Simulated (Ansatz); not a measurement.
Species: CH$_{6}$NSi, charge 0, multiplicity 2. It need not be the lowest isomer of its formula. 
Coordinates optimised at B3LYP-D3(BJ)/def2-TZVP (Ansatz, a program for electronic structure):
SMILES: N([CH2])[SiH3]
```xyz
9

C     -1.4140     0.9755    -0.2809
N     -0.5255    -0.0542    -0.5470
Si     0.8987    -0.4193     0.3739
H     -2.3020     1.0699    -0.8850
H     -1.3572     1.4624     0.6805
H     -0.6700    -0.5302    -1.4231
H      1.8928     0.6827     0.3429
H      0.5354    -0.6512     1.7922
H      1.4816    -1.6379    -0.2282
```
Charge 0, spin multiplicity 2.

Parts of the frozen-core correlation energy in aug-cc-pV(D+d)Z (Ansatz, hartree). Frozen orbitals: 7; correlated occupied orbitals by spin: 10 and 9; virtual: 115 and 116. Open shells are spin-unrestricted. No spin-orbit coupling. No relativistic terms.

| term | value |
|---|---|
| reference (HF) | -384.72774 |
| MP2 opposite-spin | -0.32381 |
| MP2 same-spin | -0.09087 |
| CCSD correlation | -0.46237 |
| (T) | -0.01402 |
| T1 diagnostic | 0.017 |
| largest doubles amplitude | 0.016 |
| <S^2> of the reference | 0.763 |
